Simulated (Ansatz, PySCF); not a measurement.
C2H6BFO, SMILES CB(F)CO.

The structure is a stationary point at ωB97X-D3(BJ)/def2-SVP. The structure was generated by enumeration, and PubChem lists no compound with its InChIKey, so it may never have been made. The values are those of a single conformer.

Vertical ionisation energy (IE) and electron affinity (EA) in eV. Rows of orbital energies are one-electron estimates. Where ΔSCF, EOM or ADC give a negative EA the extra electron is unbound and the value depends on the basis.

```tsv
level	IE	EA
−ε(HOMO), −ε(LUMO), CAM-B3LYP/def2-TZVP (PySCF)	9.59	-1.15
−ε(HOMO), −ε(LUMO), PBE/def2-TZVP (PySCF)	6.36	1.02
ΔSCF, CAM-B3LYP/def2-TZVPD (Ansatz), final states of multiplicity 2 and 2	10.85	-0.89
ΔSCF, PBE/def2-TZVPD (Ansatz), final states of multiplicity 2 and 2	10.04	-0.65
```

Q: What vertical singlet–triplet gap does ΔSCF give with CAM-B3LYP/def2-TZVPD (Ansatz, a quantum-chemistry and plane-wave program) and with PBE/def2-TZVPD (Ansatz)? (Estimate from the structure and the level; the computed values follow.)

A: 6.22 and 5.56 eV (triplet above singlet where positive).
